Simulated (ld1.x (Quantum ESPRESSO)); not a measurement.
# Which change was made? (Fe, ultrasoft)

```
Element                 : iron (Fe)
Generator               : ld1.x (Quantum ESPRESSO) 7.5
Type                    : ultrasoft
Functional              : PBE
Relativity              : scalar-relativistic
Frozen core             : [Ar]
Valence charge          : 8
Reference configuration : 3d6 4s0 4p0 (charge +2)
Partial waves           : 4s (bound, empty): rcut 1.75, rcutus 1.90 bohr; 4s channel at 1.9 Ry: rcut 1.75, rcutus 1.90 bohr; 4p (bound, empty): rcut 2.45, rcutus 2.70 bohr; 4p channel at -0.55 Ry: rcut 2.45, rcutus 2.70 bohr; 3d (bound): rcut 0.90, rcutus 1.05 bohr; 3d channel at -0.35 Ry: rcut 0.90, rcutus 1.05 bohr
Local potential         : all-electron potential smoothed inside 1.50 bohr (lloc = -1)
Core correction         : Bessel-smoothed model core, default radius (core density twice the valence density)
Augmentation charge     : built from norm-conserving waves at rcut, not smoothed further
```

Cutoffs, loose and tight: the cutoffs (Ry, on a coarse ladder) from which the occupation-weighted sum of valence levels, in a spherical-Bessel basis at the reference potential, stays within 10 and 1 mRy of its value at 400 Ry. They do not see the model core or the augmentation charge, which bear on the density cutoff. Test errors are all-electron minus pseudo excitation energies from the reference, over the configurations 3d6 4s2 4p0; 3d6 4s1 4p0; 3d5 4s0 4p0; 3d6 4s0 4p1; 3d4 4s0 4p0; 3d5 4s2 4p0; 3d6 4s1 4p1; variants that change the core or the reference have their own tests. The largest error is taken over the tests solved by every variant that gives reliable tests at all, those not shown here included: 3d4 4s0 4p0; 3d5 4s0 4p0; 3d5 4s2 4p0; 3d6 4s0 4p1.

The base gives: outcome: generated; cutoff, loose: 100 Ry; cutoff, tight: 180 Ry; bound ghosts: s; largest test error (meV): -1613.

Question: After one change the result is: outcome: generated; cutoff, loose: 100 Ry; cutoff, tight: 180 Ry; bound ghosts: none; largest test error (meV): -1730. Which change was it?
A. core [Ne], valence charge 16; reference 3s2 3p6 3d6 4s1.75 4p0; waves now 3s (bound): rcut 1.25, rcutus 1.45 bohr; 4s (bound): rcut 1.25, rcutus 1.45 bohr; 3p (bound): rcut 1.20, rcutus 1.40 bohr; 4p (bound): rcut 1.20, rcutus 1.40 bohr; 3d (bound): rcut 1.55, rcutus 1.70 bohr; 3d channel at -0.35 Ry: rcut 1.55, rcutus 1.70 bohr; local potential all-electron potential smoothed inside 1.65 bohr (lloc = -1); core correction Bessel-smoothed model core inside 1.05 bohr
B. waves 4p (bound): rcut 2.45, rcutus 4.12 bohr; 4p channel at -0.55 Ry: rcut 2.45, rcutus 4.12 bohr
C. local potential all-electron potential smoothed inside 2.94 bohr (lloc = -1)

Answer: C. The others give: waves 4p (bound): rcut 2.45, rcutus 4.12 bohr; 4p channel at -0.55 Ry: rcut 2.45, rcutus 4.12 bohr → outcome: generated, overlap not positive; bound ghosts: s (p not tested, overlap not positive); largest test error (meV): -1613 | core [Ne], valence charge 16; reference 3s2 3p6 3d6 4s1.75 4p0; waves now 3s (bound): rcut 1.25, rcutus 1.45 bohr; 4s (bound): rcut 1.25, rcutus 1.45 bohr; 3p (bound): rcut 1.20, rcutus 1.40 bohr; 4p (bound): rcut 1.20, rcutus 1.40 bohr; 3d (bound): rcut 1.55, rcutus 1.70 bohr; 3d channel at -0.35 Ry: rcut 1.55, rcutus 1.70 bohr; local potential all-electron potential smoothed inside 1.65 bohr (lloc = -1); core correction Bessel-smoothed model core inside 1.05 bohr → outcome: failed: run_pseudo: Errors in PS-KS equation. A file whose overlap is not positive is unfit for use, and its test errors describe a broken file.
